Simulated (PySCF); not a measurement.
The numbers are results of PySCF with r2SCAN-D4/def2-TZVP, not measurements. Isolated molecules, 0 K electronic values unless said otherwise. One relaxed conformer stands for a flexible species; it need not be the lowest. Excitations are Tamm–Dancoff values on a coarser integration grid. The basis has no diffuse functions, so Rydberg states are missing or too high.

Reference species (SMILES): `C(=N/[H])(/N)OC` (neutral, multiplicity 1).

| Property | Result |
|---|---|
| S1 excitation (TDA) | 6.82 eV |
| HOMO–LUMO gap | 6.68 eV |

Changed species: `C(N)O/C=N/[H]`.

### Question
Predict the effect on the S1 excitation (TDA) and HOMO–LUMO gap.

### Answer
the S1 excitation (TDA) falls by 0.77 eV, to 6.05 eV; the HOMO–LUMO gap drops by 0.71 eV, to 5.97 eV.
